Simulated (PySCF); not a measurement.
C₂H₈GaN, singlet, at a GFN2-xTB geometry (such geometries of metal compounds can be far from the true shape). Base run: CAMB3LYP/def2-SV(P) (PySCF).

The PySCF input:
```python
from pyscf import gto, scf, dft

mol = gto.M(
    atom='''
Ga   -0.007095    0.004606   -0.007141
C    -1.471996   -1.395434   -0.176654
H    -1.039441   -2.374678   -0.395855
H    -2.178722   -1.145049   -0.970708
H    -2.028962   -1.481525    0.759720
C     0.130331    1.800047   -0.949452
H     0.261257    1.666574   -2.026202
H     0.982086    2.367035   -0.567266
H    -0.775641    2.392824   -0.801612
N     1.352702   -0.413562    1.137001
H     2.151404    0.170154    1.350881
H     1.429026   -1.270876    1.670046
''',
    basis='def2-sv(p)',
    charge=0,
    spin=0,
    verbose=4,
)

mf = dft.RKS(mol)
mf.xc = 'camb3lyp'
mf.kernel()
```

Each row names what was changed in the base input (with any setting that the change needs).

```json
[
 {"change": "base", "ΔE vs base (µEh)": "0.0", "SCF cycles": "10", "outcome": "converged"},
 {"change": "conv_tol = 1e-6", "ΔE vs base (µEh)": "0.0", "SCF cycles": "7", "outcome": "converged"},
 {"change": "init_guess = sap", "ΔE vs base (µEh)": "0.0", "SCF cycles": "11", "outcome": "converged"},
 {"change": "init_guess = atom", "ΔE vs base (µEh)": "0.0", "SCF cycles": "10", "outcome": "converged"},
 {"change": "level_shift = 1.0 (with mf.max_cycle = 100)", "ΔE vs base (µEh)": "0.0", "SCF cycles": "30", "outcome": "converged"},
 {"change": "diis = off; damp = 0.6 (with mf.diis_start_cycle = 200; with mf.max_cycle = 150)", "ΔE vs base (µEh)": "0.0", "SCF cycles": "23", "outcome": "converged"},
 {"change": "solver = newton; init_guess = 1e", "ΔE vs base (µEh)": "-", "SCF cycles": "-", "outcome": "cut at the time limit"},
 {"change": "DIIS = EDIIS", "ΔE vs base (µEh)": "-", "SCF cycles": "50", "outcome": "not converged"},
 {"change": "diis_space = 12", "ΔE vs base (µEh)": "0.0", "SCF cycles": "10", "outcome": "converged"},
 {"change": "diis = off (with mf.max_cycle = 100)", "ΔE vs base (µEh)": "-", "SCF cycles": "100", "outcome": "not converged"}
]
```
